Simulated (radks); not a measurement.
Results of a calculation; reference values are marked as such.
All-electron atom: Pt II in [Xe] 4f14 5d9. Level of theory: scalar-relativistic Kohn-Sham, BLYP, spin-polarised, spherical densities, finite nucleus; open shells are filled with parallel spins first (spin-orbit coupling, left out, can overturn this in heavy ions); Fermi nuclear charge, rms radius 5.427 fm (a radial shooting solver on a logarithmic mesh with Libxc functionals).

Normalised radial functions P(r) = r R(r), r in bohr:

r         5s down  4f down    5d up
0.001532   0.1068   0.0000   0.0000
0.00206    0.1297   0.0000   0.0000
0.002747   0.1538   0.0000   0.0001
0.003664   0.1780   0.0000   0.0002
0.004887   0.1989   0.0000   0.0005
0.006518   0.2108   0.0000   0.0011
0.008693   0.2056   0.0001   0.0023
0.01159    0.1729   0.0002   0.0049
0.01546    0.1025   0.0006   0.0101
0.02079   -0.0133   0.0017   0.0207
0.02773   -0.1553   0.0048   0.0401
0.03699   -0.2838   0.0126   0.0734
0.04933   -0.3249   0.0317   0.1247
0.06579   -0.2010   0.0752   0.1910
0.08775    0.0926   0.1657   0.2520
0.117      0.4000   0.3330   0.2626
0.1561     0.4301   0.5984   0.1663
0.2099     0.0021   0.9501  -0.0596
0.2799    -0.5538   1.2711  -0.3080
0.3734    -0.6133   1.4253  -0.3961
0.498      0.0584   1.3200  -0.1926
0.6642     0.9110   1.0027   0.2316
0.8858     1.2278   0.6161   0.6459
1.181      0.9122   0.2982   0.8429
1.576      0.4220   0.1096   0.7843
2.119      0.1159   0.0280   0.5691
2.826      0.0188   0.0049   0.3350
3.769      0.0015   0.0005   0.1548
5.027      0.0000   0.0000   0.0519

5s down: eigenvalue -109.77 eV, 4 radial nodes at r = 0.0202, 0.0810, 0.210, 0.489 bohr, <r> = 0.952 bohr, 90 % of the charge inside 1.36 bohr. 4f down: eigenvalue -78.148 eV, 0 radial nodes, <r> = 0.516 bohr, 90 % of the charge inside 0.833 bohr. 5d up: eigenvalue -14.501 eV, 2 radial nodes at r = 0.196, 0.573 bohr, <r> = 1.65 bohr, 90 % of the charge inside 2.59 bohr.
